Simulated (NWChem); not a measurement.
System: HSeSF; SMILES [Se](F)S

Input file for NWChem:

```
start job
memory heap 200 mb stack 900 mb global 1100 mb
geometry units angstroms noautosym nocenter noautoz
  Se    -0.407888     0.457480    -0.005635
  F      1.111665     1.374429    -0.023174
  S      0.285621    -1.578859    -0.058379
  H      0.454044    -1.788054     1.272495
end
basis spherical
  * library def2-svpd
end
dft
  xc xcamb88 1.00 lyp 0.81 vwn_5 0.19 hfexch 1.00
  cam 0.33 cam_alpha 0.19 cam_beta 0.46
  iterations 150
end
property
  response 1 0.0
end
task dft property
```

Output (shortened):

```
             Northwest Computational Chemistry Package (NWChem) 7.3.0
             --------------------------------------------------------

                             Geometry "geometry" -> ""
                             -------------------------

 Output coordinates in angstroms (scale by  1.889725989 to convert to a.u.)

  No.       Tag          Charge          X              Y              Z
 ---- ---------------- ---------- -------------- -------------- --------------
    1 Se                  34.0000    -0.40788800     0.45748000    -0.00563500
    2 F                    9.0000     1.11166500     1.37442900    -0.02317400
    3 S                   16.0000     0.28562100    -1.57885900    -0.05837900
    4 H                    1.0000     0.45404400    -1.78805400     1.27249500

 Effective nuclear repulsion energy (a.u.)     264.0708933117

                              NWChem Property Module
                              ----------------------

                                 NWChem DFT Module
                                 -----------------

 Summary of "ao basis" -> "ao basis" (spherical)
 ------------------------------------------------------------------------------
       Tag                 Description            Shells   Functions and Types
 ---------------- ------------------------------  ------  ---------------------
 Se                        def2-svpd                15       41   6s5p4d
 F                         def2-svpd                 9       23   4s3p2d
 S                         def2-svpd                11       27   5s4p2d
 H                         def2-svpd                 4        8   2s2p

            General Information
            -------------------
          SCF calculation type: DFT
          Wavefunction type:  closed shell.
          No. of atoms     :     4
          No. of electrons :    60
           Alpha electrons :    30
            Beta electrons :    30
          Charge           :     0
          Spin multiplicity:     1
          Use of symmetry is: off; symmetry adaption is: off
          Maximum number of iterations: 150
          AO basis - number of functions:    99
                     number of shells:    39
          Convergence on energy requested:  1.00D-06
          Convergence on density requested:  1.00D-05
          Convergence on gradient requested:  5.00D-04

              XC Information
              --------------
                     Hartree-Fock (Exact) Exchange  1.000
                   CAM-Becke88 Exchange Functional  1.000
                      VWN V Correlation Functional  0.190 local
              Lee-Yang-Parr Correlation Functional  0.810

           Range-Separation Parameters
           ---------------------------
           Alpha           :  0.19
           Beta            :  0.46
           Gamma           :  0.33
           Short-Range HF  :     F

             Grid Information
             ----------------
          Grid used for XC integration:  medium
          Radial quadrature: Mura-Knowles
          Angular quadrature: Lebedev.
          Tag              B.-S. Rad. Rad. Pts. Rad. Cut. Ang. Pts.
          ---              ---------- --------- --------- ---------
          Se                  1.15      112          12.0       590
          F                   0.50       49          12.0       434
          S                   1.00       88          12.0       590
          H                   0.35       45          11.0       434
          Grid pruning is: on
          Number of quadrature shells:   294
          Spatial weights used:  Erf1

      Superposition of Atomic Density Guess
      -------------------------------------

 Sum of atomic energies:       -2896.66206455

      Non-variational initial energy
      ------------------------------

 Total energy =   -2897.043111
 1-e energy   =   -4558.684206
 2-e energy   =    1397.570202
 HOMO         =      -0.239918
 LUMO         =      -0.058464

   convergence    iter        energy       DeltaE   RMS-Dens  Diis-err
 ---------------- ----- ----------------- --------- --------- ---------
 d= 0,ls=0.0,diis     1  -2899.7320915467 -3.16D+03  1.16D-02  6.27D-01
 d= 0,ls=0.0,diis     2  -2899.7170664230  1.50D-02  5.27D-03  9.70D-01
 d= 0,ls=0.0,diis     3  -2899.8011965253 -8.41D-02  1.15D-03  4.30D-02
 d= 0,ls=0.0,diis     4  -2899.8046488301 -3.45D-03  3.41D-04  1.09D-03
 d= 0,ls=0.0,diis     5  -2899.8047980112 -1.49D-04  9.47D-05  9.38D-05
  Resetting Diis
 d= 0,ls=0.0,diis     6  -2899.8048101385 -1.21D-05  4.53D-05  1.05D-05
 d= 0,ls=0.0,diis     7  -2899.8048121832 -2.04D-06  1.75D-05  8.97D-07
 d= 0,ls=0.0,diis     8  -2899.8048123800 -1.97D-07  7.95D-06  6.91D-07

         Total DFT energy =    -2899.804812379951
      One electron energy =    -4557.583101269195
           Coulomb energy =     1517.447967136071
    Exchange-Corr. energy =     -123.740571558549
 Nuclear repulsion energy =      264.070893311722

 Numeric. integr. density =       59.999995234382

                       DFT Final Molecular Orbital Analysis
                       ------------------------------------

 Vector   28  Occ=2.000000D+00  E=-4.168766D-01
              MO Center=  9.2D-02, -3.2D-01, -7.8D-02, r^2= 3.4D+00
   Bfn.  Coefficient  Atom+Function         Bfn.  Coefficient  Atom+Function
  ----- ------------  ---------------      ----- ------------  ---------------
    77      0.360694  3 S  py                74      0.300935  3 S  py
    14     -0.231332  1 Se py                13      0.221480  1 Se px
    46      0.221352  2 F  px                47     -0.214027  2 F  py
     4     -0.209204  1 Se s                  5     -0.194976  1 Se s
    17     -0.175428  1 Se py                16      0.169182  1 Se px

 Vector   29  Occ=2.000000D+00  E=-3.663705D-01
              MO Center=  2.6D-01, -1.3D+00, -2.3D-02, r^2= 2.1D+00
   Bfn.  Coefficient  Atom+Function         Bfn.  Coefficient  Atom+Function
  ----- ------------  ---------------      ----- ------------  ---------------
    76      0.553436  3 S  px                73      0.434289  3 S  px
    70      0.241588  3 S  px                 5      0.142216  1 Se s
    47     -0.133001  2 F  py                77      0.130248  3 S  py
    74      0.112184  3 S  py                 4      0.108139  1 Se s
    46     -0.107948  2 F  px                50      0.100520  2 F  py

 Vector   30  Occ=2.000000D+00  E=-3.158742D-01
              MO Center= -2.4D-01,  2.8D-01,  2.3D-02, r^2= 2.4D+00
   Bfn.  Coefficient  Atom+Function         Bfn.  Coefficient  Atom+Function
  ----- ------------  ---------------      ----- ------------  ---------------
    18      0.546426  1 Se pz                15      0.524221  1 Se pz
    12     -0.317170  1 Se pz                48      0.233316  2 F  pz
    51     -0.164370  2 F  pz                92     -0.149437  4 H  s
    68      0.113980  3 S  s                  9      0.102588  1 Se pz
    75     -0.099221  3 S  pz                93     -0.093502  4 H  s

 Vector   31  Occ=0.000000D+00  E=-3.491807D-02
              MO Center= -3.2D-01,  2.9D-01, -2.5D-03, r^2= 3.9D+00
   Bfn.  Coefficient  Atom+Function         Bfn.  Coefficient  Atom+Function
  ----- ------------  ---------------      ----- ------------  ---------------
    16      0.522948  1 Se px                13      0.371586  1 Se px
    19      0.337686  1 Se px                46     -0.262230  2 F  px
     4      0.255629  1 Se s                  5      0.241692  1 Se s
    44     -0.230504  2 F  s                 10     -0.223268  1 Se px
    17      0.223551  1 Se py                49      0.217090  2 F  px

 Vector   32  Occ=0.000000D+00  E=-2.172066D-02
              MO Center= -1.2D-01, -5.1D-01,  5.2D-02, r^2= 6.5D+00
   Bfn.  Coefficient  Atom+Function         Bfn.  Coefficient  Atom+Function
  ----- ------------  ---------------      ----- ------------  ---------------
    69     -0.585228  3 S  s                  6      0.580518  1 Se s
    17     -0.539838  1 Se py                80     -0.540220  3 S  py
    20     -0.513279  1 Se py                77     -0.442999  3 S  py
    14     -0.349623  1 Se py                 4      0.281489  1 Se s
     5      0.267344  1 Se s                 67     -0.265011  3 S  s

 Vector   33  Occ=0.000000D+00  E= 2.006871D-02
              MO Center=  1.3D-01, -1.3D+00,  9.0D-01, r^2= 6.7D+00
   Bfn.  Coefficient  Atom+Function         Bfn.  Coefficient  Atom+Function
  ----- ------------  ---------------      ----- ------------  ---------------
     6      1.506639  1 Se s                 80     -0.384204  3 S  py
    45     -0.342337  2 F  s                 20     -0.316779  1 Se py
    99      0.315143  4 H  pz                 5     -0.285348  1 Se s
    93     -0.258286  4 H  s                 67     -0.232984  3 S  s
    89      0.218919  3 S  d  0              75     -0.193143  3 S  pz

     Multipole analysis of the density
     ---------------------------------

     L   x y z        total         alpha         beta         nuclear
     -   - - -        -----         -----         ----         -------
     0   0 0 0     -0.000000    -30.000000    -30.000000     60.000000

[...]

 DFT Linear Response polarizability / au
 Frequency  =       0.0000000 / au
              X              Y              Z
 -----------------------------------------------
 X      44.5886402     -3.6858250      0.4562531
 Y      -3.6858241     65.0204491     -1.5046633
 Z       0.4562530     -1.5046630     41.5906263
 -----------------------------------------------
 Eigenvalues =      43.9586559     65.7657950     41.4752648
 Isotropic   =      50.3999052
 Anisotropic =      23.1489569
 -----------------------------------------------

 Magnetic Dipole Response Matrix (nonzero elements):

 Exiting AOResponse driver routine
```

Level: CAM-B3LYP/def2-SVPD. All runs use the structure optimised with PBE0/def2-SVP.
